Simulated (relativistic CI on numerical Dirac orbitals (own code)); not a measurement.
**Li⁺: what numerical and physical settings do to a radial Dirac CI calculation**

Reference input:

```
atom Li  Z=3  charge=1  electrons=2
nucleus A=7  rms_radius_fm=2.4440
hamiltonian dirac-coulomb  breit=on  qed=on  c_scale=1
orbitals kli  potential=per-configuration
slater_scale 1
correlation none
mixing on
grid step=0.0125 r_max=34.5
scf mixing=0.4 start=green max_iterations=150 tolerance=2e-08 node_fill=0.05
configurations
  1s2
  1s 2s
  1s 2p
end
```

Computed lowest total energy -7.23683 Ha, first excitation 467181.1 cm⁻¹, 25 SCF steps. Runs with settings changed; * marks those that are bad on purpose (the QED terms keep the true α when c is scaled):

| Changed | Outcome | Lowest level | ΔE (Ha) | First excitation (cm⁻¹) | SCF steps | Message |
| --- | --- | --- | --- | --- | --- | --- |
| node fill of the KLI weights 0.5, Slater scale 0.6, iteration limit 30 | converged | 1s2 1S_0 | -6.63e-11 | 469073.9 | 25 |  |
| speed of light × 1.25, Breit term off | converged | 1s2 1S_0 | 2.53e-05 | 467223.9 | 25 |  |
| speed of light × 10, SCF mixing 0.7 | converged | 1s2 1S_0 | 0.00052 | 467199.4 | 23 |  |
| end of the grid at 103.5 bohr | converged | 1s2 1S_0 | 0 | 467181.1 | 25 |  |
| charge 0 * | refused |  |  |  | 0 | configuration 1s2 has 2 electrons, the ion has 3 |
| node fill of the KLI weights 5 * | converged | 1s2 1S_0 | -1.92e-11 | 469909.5 | 29 |  |

With so few configurations and no correlation, terms lie too far apart (by 10 to 50 % near neutrality), their order can be wrong, and levels of other configurations are missing.
